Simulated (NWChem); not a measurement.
System meant: C$_{2}$HClF$_{2}$; SMILES F/C=C(\F)Cl

The following NWChem deck was run.

```
start job
memory heap 200 mb stack 900 mb global 1100 mb
geometry units angstroms noautoz
  F     -0.289246    -2.249500     0.000000
  C     -0.703022    -0.991255     0.000000
  C      0.164947     0.021268     0.000000
  F      1.468394    -0.158220     0.000000
  Cl    -0.328288     1.659360     0.000000
  H     -1.783535    -0.843927     0.000000
end
basis spherical
  * library def2-svp
end
dft
  odft
  mult 2
  xc b3lyp
  iterations 150
  mulliken
end
task dft energy
```

End of the output:

```
                                 NWChem DFT Module
                                 -----------------

 Summary of "ao basis" -> "ao basis" (spherical)
 ------------------------------------------------------------------------------
       Tag                 Description            Shells   Functions and Types
 ---------------- ------------------------------  ------  ---------------------
 F                          def2-svp                 6       14   3s2p1d
 C                          def2-svp                 6       14   3s2p1d
 Cl                         def2-svp                 8       18   4s3p1d
 H                          def2-svp                 3        5   2s1p

 Summary of "ao basis" -> "ao basis" (spherical)
 ------------------------------------------------------------------------------
       Tag                 Description            Shells   Functions and Types
 ---------------- ------------------------------  ------  ---------------------
 F                          def2-svp                 6       14   3s2p1d
 C                          def2-svp                 6       14   3s2p1d
 Cl                         def2-svp                 8       18   4s3p1d
 H                          def2-svp                 3        5   2s1p

      Symmetry analysis of basis
      --------------------------

        a'         57
        a"         22

  number of electrons :                   48
  multiplicity        :                    2
 ------------------------------------------------------------------------
  no. of electrons and multiplicity not compatible                  48
 ------------------------------------------------------------------------
 ------------------------------------------------------------------------
  current input line :
    21: task dft energy
 ------------------------------------------------------------------------
 ------------------------------------------------------------------------
 There is an error in the input file
 ------------------------------------------------------------------------
 For more information see the NWChem manual at https://nwchemgit.github.io

0: no. of electrons and multiplicity not compatible:Received an Error in Communication
```

Find the fault in this run and fix the input.

The program refused the input. Cause: the multiplicity doesn't fit the number of electrons (an even count wants an odd multiplicity, and the reverse). This input runs:
```
start job
memory heap 200 mb stack 900 mb global 1100 mb
geometry units angstroms noautoz
  F     -0.289246    -2.249500     0.000000
  C     -0.703022    -0.991255     0.000000
  C      0.164947     0.021268     0.000000
  F      1.468394    -0.158220     0.000000
  Cl    -0.328288     1.659360     0.000000
  H     -1.783535    -0.843927     0.000000
end
basis spherical
  * library def2-svp
end
dft
  xc b3lyp
  iterations 150
  mulliken
end
task dft energy
```
It converges to -736.30142 Ha (B3LYP/def2-SVP).
